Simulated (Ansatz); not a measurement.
Consider the cleavage of the B–Si bond: `[SiH3][SiH2]BCl` + NH₃ → `NBCl` + disilane.

Gas-phase electronic energies from Ansatz, PBE0-D4/def2-TZVP geometries. CBS: MP2 limit from def2 TZ/QZ plus the TZ coupled-cluster correction, frozen cores. This one scheme is used for every species. DFT in def2-TZVPP. HSE06 is defined as in plane-wave codes. One conformer a species, not always the lowest.

| level | ΔE (kJ/mol) | difference from CCSD(T)/CBS |
| --- | --- | --- |
| PBE0-D4 | -147.0 | 1.1 |
| CAM-B3LYP-D4 | -161.5 | -13.4 |
| B2PLYP | -157.8 | -9.7 |
| BLYP | -155.5 | -7.4 |
| r2SCANh | -153.3 | -5.2 |
| HSE06 | -150.1 | -2.0 |
| BHLYP | -164.6 | -16.5 |
| CCSD(T)/def2-TZVPP | -150.4 | -2.3 |
| MP2/def2-QZVPP | -153.8 | -5.7 |
| SCS-MP2/def2-QZVPP | -155.5 | -7.4 |
| CCSD(T)/CBS | -148.1 | 0 |

Question: What do rigid-rotor, harmonic-oscillator terms from PBE0-D4/def2-TZVP frequencies (298.15 K, 1 bar) make of the CCSD(T)/CBS value? (Best estimate.)

Answer: The calculation gave: ΔZPE = +1.1 kJ/mol, ΔH = -151.3 kJ/mol, ΔS = -18 J/(mol·K), ΔG = -145.9 kJ/mol. Modes under 50 cm⁻¹ make the entropy rough.

Largest T1 diagnostic among the species: 0.014.

In def2-TZVPP, CCSD(T) changes the Hartree–Fock value by +17.4 kJ/mol (the triples alone add +2.5 kJ/mol) and MP2 by +12.7 kJ/mol. The D4 term adds +5.4 kJ/mol with B3LYP and +3.3 kJ/mol with PBE0; it sums over pairs of atoms, weighted by their polarisabilities, and B3LYP, whose exchange is more repulsive, gets the larger term.

B3LYP here is the variant with VWN-RPA as its local correlation; programs differ in this.
